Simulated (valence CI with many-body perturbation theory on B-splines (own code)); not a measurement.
## Forbidden lines of Ru XXIX

Calculated by relativistic CI+MBPT: six valence electrons over a frozen Dirac-Fock core [Ne], a basis of 9 s, 9 p, 8 d, 6 f, 3 g, 1 h functions for each j, with the one-electron correlation potential Σ1, the two-electron term Σ2, the three-electron term Σ3, Breit, model QED; selected CI, second order for the rest, scaled by the run's own slope (own B-spline code, finite nucleus).

No measured spectrum was set against this ion. As an estimate, large intervals hold to a few tenths of a per cent, small ones and those within an open d or f shell to about a per cent. Among the levels kept, up to 1500 cm⁻¹ of a level comes from second order outside the variational space, and about a tenth of that is noise between levels of different J, which matters for small intervals.

Lines 1 to 21 of 21 in falling wavelength, among levels below 1458100 cm⁻¹, chosen from the decays that carry over 1 % of a level's rate. Wavelengths and rates use the calculated energies. Electric multipoles are in the length gauge, E1 and E2 with the static RPA response of the core. S is in atomic units (e²a₀⁴ for E2 and M2, e²a₀⁶ for E3), for M1 in squared Bohr magnetons. Weak lines are less certain than strong ones. Lines between different terms over intervals too small for the method are left out, as are lines whose strength nearly cancels.

Levels are named by their leading jj configuration (3d3/2^4 stands for four electrons in 3d with j = 3/2), which in mixed levels can hold well under half, so a name can repeat and another be missing. Letters in brackets count levels of one name in rising energy.

```
λ vac (nm)                               Upper                               Lower  Type   A (s⁻¹)  S (a.u.)
     229.7      (3s^2 3p1/2^2 3p3/2 3d5/2) J=4      (3s^2 3p1/2^2 3p3/2 3d3/2) J=3    M1  1.29e+03  5.21e+00
     184.9      (3s^2 3p1/2^2 3p3/2 3d3/2) J=0  (3s^2 3p1/2^2 3p3/2 3d3/2) J=1 [a]    M1  4.77e+03  1.12e+00
     171.9  (3s^2 3p1/2 3p3/2^2 3d5/2) J=4 [c]  (3s^2 3p1/2 3p3/2^2 3d5/2) J=3 [a]    M1  5.34e+02  9.04e-01
     160.2      (3s^2 3p1/2 3p3/2^2 3d5/2) J=5  (3s^2 3p1/2 3p3/2^2 3d5/2) J=4 [a]    M1  3.34e+03  5.61e+00
     136.9          (3s^2 3p1/2^2 3p3/2^2) J=0          (3s^2 3p1/2^2 3p3/2^2) J=2    E2  2.98e+00  1.28e-02
     121.7  (3s^2 3p1/2 3p3/2^2 3d5/2) J=4 [c]  (3s^2 3p1/2 3p3/2^2 3d3/2) J=3 [a]    M1  2.54e+03  1.53e+00
     95.63  (3s^2 3p1/2 3p3/2^2 3d5/2) J=4 [a]      (3s^2 3p1/2^2 3p3/2 3d5/2) J=3    M1  1.35e+04  3.93e+00
     81.70  (3s^2 3p1/2 3p3/2^2 3d5/2) J=4 [b]      (3s^2 3p1/2^2 3p3/2 3d5/2) J=3    M1  5.03e+03  9.15e-01
     67.10            (3s^2 3p1/2 3p3/2^3) J=1          (3s^2 3p1/2^2 3p3/2^2) J=0    M1  2.93e+04  9.85e-01
     66.10  (3s^2 3p1/2 3p3/2^2 3d5/2) J=4 [c]      (3s^2 3p1/2^2 3p3/2 3d5/2) J=3    M1  9.37e+03  9.03e-01
     50.85  (3s^2 3p1/2 3p3/2^2 3d5/2) J=4 [a]      (3s^2 3p1/2^2 3p3/2 3d5/2) J=4    M1  8.08e+04  3.54e+00
     46.62  (3s^2 3p1/2 3p3/2^2 3d5/2) J=4 [b]      (3s^2 3p1/2^2 3p3/2 3d5/2) J=4    M1  4.15e+04  1.40e+00
     45.03            (3s^2 3p1/2 3p3/2^3) J=1          (3s^2 3p1/2^2 3p3/2^2) J=2    M1  1.89e+05  1.92e+00
     41.63  (3s^2 3p1/2 3p3/2^2 3d5/2) J=4 [a]      (3s^2 3p1/2^2 3p3/2 3d3/2) J=3    M1  9.67e+02  2.33e-02
     41.09  (3s^2 3p1/2 3p3/2^2 3d5/2) J=4 [c]      (3s^2 3p1/2^2 3p3/2 3d5/2) J=4    M1  1.01e+04  2.34e-01
     38.76  (3s^2 3p1/2 3p3/2^2 3d5/2) J=4 [b]      (3s^2 3p1/2^2 3p3/2 3d3/2) J=3    M1  3.51e+04  6.81e-01
     38.60      (3s^2 3p1/2 3p3/2^2 3d5/2) J=5      (3s^2 3p1/2^2 3p3/2 3d5/2) J=4    M1  3.10e+04  7.27e-01
     37.47            (3s^2 3p1/2 3p3/2^3) J=2          (3s^2 3p1/2^2 3p3/2^2) J=2    M1  1.37e+05  1.34e+00
     33.19                  (3s^2 3p3/2^4) J=0            (3s^2 3p1/2 3p3/2^3) J=1    M1  7.47e+05  1.01e+00
     10.19  (3s^2 3p1/2 3p3/2^2 3d5/2) J=4 [c]            (3s^2 3p1/2 3p3/2^3) J=2    M2  9.65e+02  8.51e-05
     9.948      (3s^2 3p1/2^2 3p3/2 3d5/2) J=4          (3s^2 3p1/2^2 3p3/2^2) J=2    M2  8.65e+02  6.77e-05
```
